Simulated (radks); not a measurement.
Results of a calculation; reference values are marked as such.
Q: The mean radii <r> (bohr) of the occupied orbitals of an atom or ion are listed with their occupations. Level of theory: non-relativistic Kohn-Sham, OLYP, spin-unpolarised, spherical densities, point nucleus (a radial shooting solver on a logarithmic mesh with Libxc functionals).

orbital  occ.      <r>
1s          2  0.05291
2s          2   0.2386
2p          6   0.2077
3s          2   0.7197
3p          6   0.7484
3d          9   0.9125

Name the element and its charge.

A: Z = 29, copper, charge +2: Cu2+ in [Ar] 3d9. The 1s radius gives Z: for a bare nucleus <r> = 1.5/Z, 0.05172 bohr for Z = 29, and screening makes it slightly larger (0.05291 here). The occupations add up to 27, and the charge is Z minus that.
